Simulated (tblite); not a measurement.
Species: C6H6F2.
Z-matrix (Å and degrees, GFN2-xTB geometry), rows numbered from 1:
```
C 
C   1  1.5279
C   2  1.5015  1  110.95
C   3  1.3105  2  123.63  1  -115.34
C   4  1.4644  3  154.02  2   179.54
F   5  1.3157  4  148.12  3    -1.13
C   5  1.3139  4   63.40  3   178.80
F   7  1.3162  4  148.41  5   179.84
H   1  1.0874  2  110.37  3    61.02
H   1  1.0871  2  110.47  3  -178.87
H   1  1.0875  2  110.45  3   -58.79
H   2  1.0909  1  109.77  3  -121.32
H   2  1.0933  1  109.06  3   120.33
H   3  1.0801  2  116.81  1    62.55
```

Method: GFN2-xTB as coded in tblite; computed harmonic values from a numerical Hessian at the method's own geometry, unscaled. Errors from tens to a few hundred cm⁻¹ against measured bands are possible. One conformer, not necessarily the lowest.

Harmonic wavenumbers (cm⁻¹): 44.9, 100.7, 127.3, 198.0, 221.8, 241.4, 339.9, 372.5, 407.6, 451.7, 570.2, 716.3, 750.1, 799.2, 830.9, 918.3, 1016.2, 1081.6, 1085.1, 1146.7, 1238.3, 1276.8, 1289.0, 1338.8, 1409.7, 1478.0, 1499.0, 1504.2, 1787.6, 2069.4, 2956.4, 2993.2, 3036.9, 3039.0, 3042.8, 3071.5.

A = 3329, B = 1053, C = 844.2 MHz; mass 116.044 u (most abundant isotopes); point group C1, symmetry number 1.

**Question.** Zero-point energy?

**Answer.** ½Σν̃ = 22226 cm⁻¹ = 265.88 kJ/mol.

**Question.** Give the ideal-gas entropy at 298.15 K and 1 bar in the rigid-rotor, harmonic-oscillator model (classical rotation).

**Answer.** Translation 168.15, rotation 121.65, vibration 97.76: S = 387.6 J/(mol K).

**Question.** And Cp and H(298.15 K) − H(0)?

**Answer.** Cp = 132.67 J/(mol K), of which vibrations give 99.41 (their classical limit is 36 R = 299.3); H(298.15 K) − H(0) = 25.36 kJ/mol without the zero-point energy, 15.45 from vibrations.

**Question.** What must be added to the electronic energy to get the Gibbs energy at 298.15 K and 1 bar?

**Answer.** ZPE + [H(298.15 K) − H(0)] − T·S = 265.88 + 25.36 − 115.55 = 175.69 kJ/mol.

**Question.** Blend soft modes into free rotors: weight 1/[1 + (100 cm⁻¹/ν̃)⁴] for the oscillator and the rest for a rotor with moment μB/(μ + B), μ = h/(8π²ν), B = 10⁻⁴⁴ kg m². What vibrational entropy results?

**Answer.** 90.65 J/(mol K) in place of 97.76, which changes −T·S at 298.15 K by +2.12 kJ/mol.

**Question.** How do the functions run with temperature in this model?

**Answer.** 
| T (K) | S (J/(mol K)) | Cp (J/(mol K)) | H − H(0) (kJ/mol) | G − H(0) (kJ/mol) | ln q(vib) |
| --- | --- | --- | --- | --- | --- |
| 50 | 240.4 | 49.8 | 1.99 | -10.03 | 0.41 |
| 100 | 281.4 | 70.4 | 5.01 | -23.13 | 1.33 |
| 373.15 | 419.6 | 153.8 | 36.12 | -120.47 | 7.08 |
| 500 | 469.2 | 185.0 | 57.68 | -176.90 | 9.63 |
| 750 | 553.2 | 229.0 | 109.85 | -305.03 | 14.37 |
| 1000 | 623.3 | 257.6 | 170.92 | -452.33 | 18.71 |

q(vib) and H(0) count from the zero-point level.

**Question.** Which modes carry the vibrational entropy at 298.15 K?

**Answer.** 44.9 cm⁻¹: 21.05; 100.7 cm⁻¹: 14.40; 127.3 cm⁻¹: 12.50; 198.0 cm⁻¹: 9.00; 221.8 cm⁻¹: 8.14; 241.4 cm⁻¹: 7.50 J/(mol K); the other 30 give 25.19 together.

Hindered rotation and anharmonicity are outside this model. Other conformers, if any are populated, would add a mixing term that is left out. The structure is chiral; the term R ln 2 for an equal mix with its mirror image is left out.
